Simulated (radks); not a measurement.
Isoelectronic series with 5 electrons, all held in the configuration [He] 2s2 2p1, which need not be the ground one along the series. Method: scalar-relativistic Kohn-Sham, LDA (Slater exchange, Perdew-Wang correlation), spin-unpolarised, spherical densities, point nucleus; computed with a radial shooting solver on a logarithmic mesh with Libxc functionals. Total energies (hartree) and orbital eigenvalues (hartree):

ion    E (hartree)         2p         2s         1s
B        -24.35062   -0.13653   -0.34484   -6.56600
Al8+    -203.25179  -11.20734  -12.24617  -66.34672
Sc16+   -560.50075  -38.40352  -40.40029  -190.9870
Cu24+  -1099.95865  -81.84459  -85.17404  -381.7867
Rb32+  -1827.65191  -141.7889  -147.2118  -640.8795
Rh40+  -2752.09752  -218.5941  -227.4419  -971.3035
I48+   -3884.83280  -312.7186  -327.1381  -1377.193
Pm56+   -5241.2162  -424.7259  -448.0150  -1864.072
Tm64+   -6841.6497  -555.2914  -592.3739  -2439.302
